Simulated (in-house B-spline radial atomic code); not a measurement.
What moves the levels of the tin ion Sn⁺ ([Kr] 4d10 5s2 5p1)? Level of theory: Dirac-Hartree-Fock, average of configuration, Fermi nucleus of rms radius 4.6519 fm; calculated with a B-spline radial code for spherical atoms.

Baseline run (computed): total energy -6175.8962 hartree, 1s1/2 at -1079.621 hartree, 5p3/2 at -13.658 eV with <r> = 2.974 bohr.

Scaling the speed of light c (a factor of 100 is close to the non-relativistic limit):

| c/c0 | ΔE (hartree) | 5p3/2 level (eV) | 5p3/2 <r> (bohr) |
| --- | --- | --- | --- |
| 0.95 | -17.846 | -13.64 | 2.974 |
| 0.98 | -6.779 | -13.6513 | 2.974 |
| 1.02 | 6.348 | -13.6646 | 2.974 |
| 3 | 137.23 | -13.7947 | 2.973 |
| 100 | 153.27 | -13.8102 | 2.973 |

Changing the nucleus:

```tsv
nucleus	ΔE (eV)
Gaussian nucleus of rms radius 4.6519 fm	-0.0146
uniform spherical nucleus of rms radius 4.6519 fm	0.0054
Gaussian nucleus of rms radius 0.01 fm	-4.39
Fermi nucleus of rms radius 4.5589 fm	-0.162
Fermi nucleus of rms radius 4.7449 fm	0.164
```

A larger nucleus binds the electrons less, roughly as the density at the nucleus times the change of the nuclear <r²>. At equal rms radius the shape enters only through higher moments. A radius of 0.01 fm is nearly a point.

Q: The nuclear charge is raised by 0.1. What does the Hellmann-Feynman theorem predict for the energy, and what is found?

A: dE/dZ ≈ -Σ<1/r>, which is -299.624 at the start and -300.455 at the end; their mean times 0.1 is -30.004 hartree, and the two runs differ by -30.004 hartree.
